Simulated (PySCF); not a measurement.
C3H4FNSi, SMILES C1C=N[Si@H](C=1)F. Atoms are numbered in the order given.

```xyz
10

F      1.9104     0.1667    -0.8463
Si     0.7887    -0.1768     0.2750
C     -0.3829     1.2446     0.6279
C     -1.5934     0.7643     0.2932
C     -1.5659    -0.6486    -0.2545
N     -0.4547    -1.2669    -0.3639
H      1.4938    -0.7487     1.4441
H     -0.2348     2.2460     1.0380
H     -2.5405     1.3080     0.3860
H     -2.5171    -1.1237    -0.5540
```
Charge 0, spin multiplicity 1.

The structure is a stationary point at ωB97X-D3(BJ)/def2-SVP. The structure was generated by enumeration; whether it is a known compound was not checked.

Computed with ωB97X-D3(BJ)/def2-SVP run with PySCF 2.14.0.

Frequencies are harmonic and unscaled.

### Question
Give all harmonic wavenumbers and intensities. (The exact figures need the calculation; the answer reports its results.)

### Answer

```
mode  ν (cm⁻¹)  IR (km/mol)  Raman (Å⁴/amu)  depolarisation   moving atoms (share of kinetic energy)
----  --------  -----------  --------------  --------------  ---------------------------------------
1          143          1.1             5.4            0.75   F 37 %, C 28 %, Si 13 %, H 12 %, N 9 %
2          230          4.6             2.1            0.74   F 41 %, C 22 %, Si 15 %, H 15 %, N 8 %
3          407         13.7             2.2            0.63  C 42 %, F 20 %, N 16 %, H 12 %, Si 11 %
4          453          4.5             0.5            0.71                   C 36 %, H 32 %, N 26 %
5          525         42.0             2.2            0.52          Si 42 %, C 27 %, N 19 %, H 10 %
6          666         11.7             2.3            0.66                  C 49 %, Si 31 %, N 13 %
7          722         55.4             7.4            0.59                           H 75 %, C 20 %
8          750         17.8             5.6            0.72                           H 79 %, C 14 %
9          770         42.3            11.7            0.09          N 42 %, C 24 %, H 17 %, Si 12 %
10         852         30.9             7.9            0.75                           H 77 %, F 17 %
11         884         59.6             3.5            0.37          C 39 %, H 35 %, N 14 %, Si 10 %
12         942        217.0             2.0            0.54   Si 31 %, F 22 %, C 21 %, H 17 %, N 9 %
13         961        104.2             2.3            0.26           C 50 %, H 24 %, Si 17 %, F 9 %
14         985         15.1             2.7            0.73                           H 69 %, C 26 %
15        1033          0.5             4.0            0.74                           H 68 %, C 31 %
16        1093         23.9            12.9            0.60                           H 86 %, C 10 %
17        1321         10.5             1.5            0.72                           H 68 %, C 30 %
18        1371         23.6             9.7            0.68                    H 71 %, C 20 %, N 8 %
19        1643         34.7            34.6            0.11                                   C 89 %
20        1731         53.3             5.3            0.42                           C 61 %, N 34 %
21        2320        121.5           155.0            0.22                                   H 97 %
22        3107         44.6           163.5            0.32                            H 92 %, C 8 %
23        3202          9.1           125.7            0.37                            H 91 %, C 9 %
24        3254          0.2           114.8            0.23                            H 91 %, C 9 %
```
